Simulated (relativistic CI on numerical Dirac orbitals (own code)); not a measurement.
How well does a small relativistic CI reproduce Pb⁴⁺?

Computed by Dirac-Coulomb-Breit CI, separate exchange-only KLI orbitals for each configuration, a model potential for QED, valence Slater integrals scaled by 0.85, P86 correlation estimate, and configurations built on the next ion tied to the tabulated ionisation energy (semi-empirical) (own radial code, finite nucleus).

CI space (outside the closed core [Xe] 4f14): 5d10, 5d9 6s, 5d9 6p, 5d9 6d, 5d9 7s, 5d9 5f, 5d9 6f, 5d8 6s2, 5d8 5f2, 5d8 6s 6p, 5d9 7p, 5d9 7d, 5d9 5g, 5d9 7f, 5d9 6g, 5d8 6p2, 5d8 6s 6d, 5d8 5f 6s, 5d8 6p 6d, 5d8 5f 6p. Levels of other configurations are missing.

```tsv
Configuration	Term (tabulated)	J	Measured (cm⁻¹)	Computed	Error	Purity (%)
5d10	1S	0	0.0	0	0	99
5d9 6s	3D	1	132711.0	138055	5344	99
5d9 6s	1D	2	135997.0	141160	5163	56
5d9 6p	3P° (computed)	2	194803.0	202733	7930	65
5d9 6p	3F° (computed)	3	197131.0	204773	7642	49
5d9 6p	3F° (computed)	2	217069.0	223825	6756	83
5d9 6p	3P° (computed)	1	219488.0	226109	6621	64
5d9 6p	3F° (computed)	4	221069.0	226877	5808	99
5d9 6p	1D° (computed)	2	223909.0	230194	6285	65
5d9 6p	3D° (computed)	3	226511.0	232531	6020	73
5d9 6p	1P° (computed)	1	227835.0	233836	6001	87
5d9 6p	3P° (computed)	0	237660.0	244599	6939	99
5d9 6p	3F° (computed)	3	244661.0	249625	4964	49
5d9 6p	3D° (computed)	1	245277.0	250475	5198	56
5d9 6p	3D° (computed)	2	247595.0	252844	5249	57
5d9 7s	3D	3	338440.0	342252	3812	99
5d9 7s	3D	1	360496.0	363535	3039	99
```

Measured levels from Moore, Atomic Energy Levels, vol. III, NSRDS-NBS 35 (1971 reprint of NBS Circular 467, 1958); pairs were made by configuration, J and term (by order where the table uses no LS term), so strongly mixed levels may be paired wrongly. The analysis dates from before 1960.

Mean error by configuration (cm⁻¹): 5d9 6s 5253; 5d9 6p 6284; 5d9 7s 3426. Over the excited levels the mean absolute error is 5798 cm⁻¹ (16 of the 21 excited levels that our extract of the source holds in range could be paired, and the others can miss by more), and the median relative error of those above 1,000 cm⁻¹ is 2.7 %.
